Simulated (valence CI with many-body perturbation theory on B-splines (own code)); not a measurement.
# Energy levels of Hg XXX

Method: configuration interaction combined with many-body perturbation theory (CI+MBPT): five valence electrons over a frozen Dirac-Fock core [Kr] 4d10, radial functions for each j: 7 s, 7 p, 7 d, 7 f, 4 g, 2 h, with the one-electron correlation potential Σ1, the two-electron term Σ2, the three-electron term Σ3, Breit, model QED; selected CI, second order for the rest, scaled by the run's own slope (own B-spline code, finite nucleus).

The last digits are not significant, and no measured levels were compared; by estimate large intervals hold to a few tenths of a per cent, small ones and those within an open d or f shell to about a per cent. Among the levels kept, up to 970 cm⁻¹ of a level comes from second order outside the variational space, and about a tenth of that is noise between levels of different J, which matters for small intervals. Only levels of the ground parity were solved; by the run's estimate the other parity begins above the list, which can be wrong where configurations are misplaced.

Levels 91 to 135 of 193, with energies above the lowest level, (4f5/2^5) J=5/2. "Leading %" is the weight of the configuration and term that name the level; weights of strongly mixed levels are sums over their largest components and can fall short. In the jj column 3d3/2^4 stands for four electrons in 3d with j = 3/2. Lifetimes count E1, E2, E3, M1 and M2 decay at the calculated energies, and are blank where another channel may lead or the interval is too uncertain; long ones can be off by a factor of two.

| No. | Configuration | Term | J | E (cm⁻¹) | Leading % | Lifetime | Second component | Leading jj |
| --- | --- | --- | --- | --- | --- | --- | --- | --- |
| 91 | 4f5 | 2L° | 17/2 | 192770 | 77 | 464 μs | 15 % 4f5 4K° | 4f5/2^2 4f7/2^3 (66 %) |
| 92 | 4f5 | 4K° | 13/2 | 194150 | 28 | 508 μs | 20 % 4f5 4I° | 4f5/2^3 4f7/2^2 (71 %) |
| 93 | 4f5 | 4D° | 1/2 | 194500 | 44 | 172 μs | 31 % 4f5 4P° | 4f5/2 4f7/2^4 (65 %) |
| 94 | 4f5 | 2H° | 11/2 | 194520 | 40 | 789 μs | 24 % 4f5 2I° | 4f5/2^2 4f7/2^3 (73 %) |
| 95 | 4f5 | 4K° | 15/2 | 195080 | 76 | 538 μs | 8 % 4f5 2L° | 4f5/2^2 4f7/2^3 (65 %) |
| 96 | 4f5 | 2D° | 5/2 | 196000 | 42 | 499 μs | 35 % 4f5 2F° | 4f5/2^2 4f7/2^3 (68 %) |
| 97 | 4f5 | 4H° | 13/2 | 196100 | 54 | 336 μs | 23 % 4f5 4K° | 4f5/2^2 4f7/2^3 (70 %) |
| 98 | 4f5 | 4H° | 11/2 | 196910 | 40 | 363 μs | 28 % 4f5 2I° | 4f5/2^2 4f7/2^3 (43 %) |
| 99 | 4f5 | 2H° | 9/2 | 196960 | 36 | 217 μs | 17 % 4f5 4G° | 4f5/2 4f7/2^4 (38 %) |
| 100 | 4f5 | 4H° | 7/2 | 197800 | 29 | 410 μs | 27 % 4f5 2G° | 4f5/2^4 4f7/2 (46 %) |
| 101 | 4f5 | 2F° | 5/2 | 201370 | 32 | 289 μs | 23 % 4f5 2D° | 4f5/2^2 4f7/2^3 (54 %) |
| 102 | 4f5 | 4K° | 17/2 | 202030 | 53 | 570 μs | 34 % 4f5 2L° | 4f5/2 4f7/2^4 (43 %) |
| 103 | 4f5 | 2H° | 9/2 | 202180 | 33 | 176 μs | 21 % 4f5 4G° | 4f5/2 4f7/2^4 (52 %) |
| 104 | 4f5 | 4H° | 7/2 | 203000 | 35 | 184 μs | 30 % 4f5 4G° | 4f5/2 4f7/2^4 (48 %) |
| 105 | 4f5 | 2M° | 19/2 | 203160 | 59 | 326 μs | 22 % 4f5 4L° | 4f5/2 4f7/2^4 (91 %) |
| 106 | 4f5 | 2H° | 11/2 | 204930 | 32 | 282 μs | 18 % 4f5 4G° | 4f5/2 4f7/2^4 (49 %) |
| 107 | 4f5 | 2N° | 21/2 | 206560 | 54 | 304 μs | 33 % 4f5 2O° | 4f5/2 4f7/2^4 (88 %) |
| 108 | 4f5 | 2H° | 9/2 | 206570 | 53 | 510 μs | 32 % 4f5 4H° | 4f5/2^2 4f7/2^3 (66 %) |
| 109 | 4f5 | 4F° | 3/2 | 208040 | 29 | 293 μs | 25 % 4f5 4P° | 4f5/2^2 4f7/2^3 (41 %) |
| 110 | 4f5 | 2I° | 13/2 | 209140 | 64 | 657 μs | 17 % 4f5 4H° | 4f5/2^2 4f7/2^3 (39 %) |
| 111 | 4f5 | 4D° | 1/2 | 210810 | 55 | 652 μs | 39 % 4f5 4P° | 4f5/2^2 4f7/2^3 (59 %) |
| 112 | 4f5 | 4D° | 7/2 | 211010 | 45 | 269 μs | 21 % 4f5 4G° | 4f5/2^2 4f7/2^3 (64 %) |
| 113 | 4f5 | 2D° | 5/2 | 211380 | 26 | 192 μs | 24 % 4f5 4F° | 4f5/2 4f7/2^4 (53 %) |
| 114 | 4f5 | 2I° | 13/2 | 216870 | 46 | 222 μs | 28 % 4f5 2K° | 4f5/2^2 4f7/2^3 (46 %) |
| 115 | 4f5 | 4H° | 9/2 | 217250 | 46 | 458 μs | 18 % 4f5 2G° | 4f5/2^3 4f7/2^2 (52 %) |
| 116 | 4f5 | 2F° | 7/2 | 217310 | 47 | 221 μs | 21 % 4f5 2G° | 4f5/2 4f7/2^4 (39 %) |
| 117 | 4f5 | 2K° | 15/2 | 217390 | 75 | 420 μs | 10 % 4f5 2L° | 4f5/2^2 4f7/2^3 (61 %) |
| 118 | 4f5 | 4H° | 11/2 | 217630 | 30 | 390 μs | 27 % 4f5 2I° | 4f5/2^2 4f7/2^3 (51 %) |
| 119 | 4f5 | 4F° | 5/2 | 218390 | 38 | 302 μs | 21 % 4f5 4P° | 4f5/2^3 4f7/2^2 (53 %) |
| 120 | 4f5 | 2D° | 3/2 | 220260 | 35 | 424 μs | 30 % 4f5 4D° | 4f5/2^2 4f7/2^3 (51 %) |
| 121 | 4f5 | 4H° | 11/2 | 223260 | 26 | 219 μs | 21 % 4f5 2H° | 4f5/2 4f7/2^4 (35 %) |
| 122 | 4f5 | 4H° | 7/2 | 223440 | 35 | 338 μs | 23 % 4f5 4D° | 4f5/2^2 4f7/2^3 (44 %) |
| 123 | 4f5 | 2K° | 15/2 | 225360 | 57 | 254 μs | 31 % 4f5 2L° | 4f5/2 4f7/2^4 (65 %) |
| 124 | 4f5 | 2G° | 9/2 | 225440 | 51 | 286 μs | 31 % 4f5 2H° | 4f5/2 4f7/2^4 (55 %) |
| 125 | 4f5 | 4H° | 13/2 | 227070 | 46 | 300 μs | 26 % 4f5 2K° | 4f5/2^2 4f7/2^3 (55 %) |
| 126 | 4f5 | 2M° | 17/2 | 228650 | 73 | 663 μs | 16 % 4f5 4K° | 4f5/2^2 4f7/2^3 (72 %) |
| 127 | 4f5 | 2P° | 1/2 | 229150 | 78 | 373 μs | 16 % 4f5 4D° | 4f5/2^2 4f7/2^3 (79 %) |
| 128 | 4f5 | 2F° | 7/2 | 230890 | 47 | 337 μs | 23 % 4f5 2G° | 4f5/2 4f7/2^4 (46 %) |
| 129 | 4f5 | 2F° | 5/2 | 233330 | 49 | 185 μs | 20 % 4f5 4D° | 4f5/2 4f7/2^4 (52 %) |
| 130 | 4f5 | 2H° | 9/2 | 233460 | 35 | 518 μs | 31 % 4f5 2G° | 4f5/2^3 4f7/2^2 (62 %) |
| 131 | 4f5 | 2K° | 15/2 | 234300 | 49 | 174 μs | 24 % 4f5 4I° | 4f7/2^5 (50 %) |
| 132 | 4f5 | 2H° | 11/2 | 235970 | 39 | 332 μs | 28 % 4f5 2I° | 4f5/2^2 4f7/2^3 (46 %) |
| 133 | 4f5 | 4F° | 3/2 | 236290 | 41 | 219 μs | 25 % 4f5 4S° | 4f5/2^2 4f7/2^3 (56 %) |
| 134 | 4f5 | 2M° | 19/2 | 237550 | 99 | 815 μs |  | 4f5/2^2 4f7/2^3 (93 %) |
| 135 | 4f5 | 4F° | 9/2 | 237650 | 59 | 266 μs | 16 % 4f5 4H° | 4f5/2^2 4f7/2^3 (78 %) |

Where two levels of one J and parity lie close, their mixing, g and order are uncertain.
